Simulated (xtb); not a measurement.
C4H10BO2, charge +2, doublet, geometry from GFN2-xTB of the parent state (a state made from the parent by changing its charge; the spin is typed, not shown lowest); GFN0-xTB (xtb).

Input for xtb:
```
$ xtb mol.xyz --gfn 0 --chrg 2 --uhf 1 --json

# file mol.xyz
17

C      3.04296540     0.20887292    -0.76806402
C      2.32488146    -0.74345155     0.18354317
O      1.10318008    -0.22089806     0.63819686
B     -0.00591694    -0.03338243    -0.12408830
O     -1.04715054     0.53700799     0.53683855
C     -2.31650449     0.79071310    -0.00786379
C     -3.09326222    -0.49263975    -0.28674651
H      2.43096631     0.37610065    -1.65201674
H      3.21355285     1.16465728    -0.27929264
H      3.99829720    -0.21333328    -1.06775435
H      2.93689489    -0.91344580     1.07635483
H      2.16129589    -1.70981034    -0.31493109
H     -2.85075642     1.39942565     0.73011658
H     -2.22091732     1.37343548    -0.93543259
H     -2.55830446    -1.09452267    -1.01848251
H     -3.19693515    -1.07090277     0.62779440
H     -4.08122629    -0.25453973    -0.67141078
```

What the program printed (banner, timings and long lists left out):

```
   ID    Z sym.   atoms
    1    6 C      1, 2, 6, 7
    2    8 O      3, 5
    3    5 B      4
    4    1 H      8-17

           -------------------------------------------------
          |                Calculation Setup                |
           -------------------------------------------------

           -------------------------------------------------
          |                 G F N 0 - x T B                 |
           -------------------------------------------------

          ...................................................
          :                      SETUP                      :
          :.................................................:
          :  # basis functions                  48          :
          :  # atomic orbitals                  48          :
          :  # shells                           34          :
          :  # electrons                        39          :
          :  electronic temp.          300.0000000     K    :
          :  accuracy                    1.0000000          :
          :  -> integral cutoff          0.2500000E+02      :
          :  -> integral neglect         0.1000000E-07      :
          ...................................................

         :::::::::::::::::::::::::::::::::::::::::::::::::::::
         ::                     SUMMARY                     ::
         :::::::::::::::::::::::::::::::::::::::::::::::::::::
         :: total energy             -18.318235495037 Eh    ::
         :: gradient norm              0.140428556266 Eh/a0 ::
         :: HOMO-LUMO gap              3.353003643588 eV    ::
         ::.................................................::
         :: H0 energy                -21.376766302935 Eh    ::
         :: repulsion energy           0.258233452798 Eh    ::
         :: electrostat energy         2.849711237226 Eh    ::
         :: -> Gsolv                   0.000000000000 Eh    ::
         ::    -> Gsasa                0.000000000000 Eh    ::
         ::    -> Gshift               0.000000000000 Eh    ::
         :: dispersion energy         -0.003413840871 Eh    ::
         :: short-range corr.         -0.046000041255 Eh    ::
         :: add. restraining           0.000000000000 Eh    ::
         :: total charge               2.000000000000 e     ::
         :::::::::::::::::::::::::::::::::::::::::::::::::::::

           -------------------------------------------------
          |                Property Printout                |
[...]
    12   1 H        0.923     0.211     1.042     1.597
    13   1 H        0.924     0.250     0.878     1.465
    14   1 H        0.923     0.211     1.042     1.597
    15   1 H        0.925     0.301     0.705     1.313
    16   1 H        0.925     0.334     0.616     1.227
    17   1 H        0.925     0.331     0.624     1.235

 Mol. C6AA /au·bohr⁶  :       1997.802729
 Mol. C8AA /au·bohr⁸  :      49668.733549
 Mol. α(0) /au        :         68.924531

Wiberg/Mayer (AO) data.
largest (>0.10) Wiberg bond orders for each atom

 ---------------------------------------------------------------------------
     #   Z sym  total        # sym  WBO       # sym  WBO       # sym  WBO
 ---------------------------------------------------------------------------
     1   6 C    3.971 --     9 H    0.980     8 H    0.980    10 H    0.980
                             2 C    0.977
     2   6 C    3.942 --     3 O    1.001     1 C    0.977    11 H    0.973
                            12 H    0.955
     3   8 O    2.769 --     4 B    1.363     2 C    1.001     5 O    0.278
     4   5 B    2.820 --     5 O    1.363     3 O    1.363
     5   8 O    2.769 --     4 B    1.363     6 C    1.001     3 O    0.278
     6   6 C    3.942 --     5 O    1.001     7 C    0.977    13 H    0.973
                            14 H    0.955
     7   6 C    3.971 --    16 H    0.980    15 H    0.980    17 H    0.980
                             6 C    0.977
     8   1 H    0.985 --     1 C    0.980
     9   1 H    0.986 --     1 C    0.980
    10   1 H    0.980 --     1 C    0.980
    11   1 H    1.003 --     2 C    0.973
    12   1 H    0.989 --     2 C    0.955
    13   1 H    1.003 --     6 C    0.973
    14   1 H    0.989 --     6 C    0.955
    15   1 H    0.985 --     7 C    0.980
    16   1 H    0.986 --     7 C    0.980
    17   1 H    0.980 --     7 C    0.980
 ---------------------------------------------------------------------------

Topologies differ in total number of bonds
Writing topology from bond orders to xtbtopo.mol

 dipole moment from electron density (au)
     X       Y       Z
  -0.0067  -0.0380  -0.1411  total (Debye):    0.372

           -------------------------------------------------
          | TOTAL ENERGY              -18.318235495037 Eh   |
          | GRADIENT NORM               0.140428556266 Eh/α |
          | HOMO-LUMO GAP               3.353003643588 eV   |
           -------------------------------------------------

normal termination of xtb
```
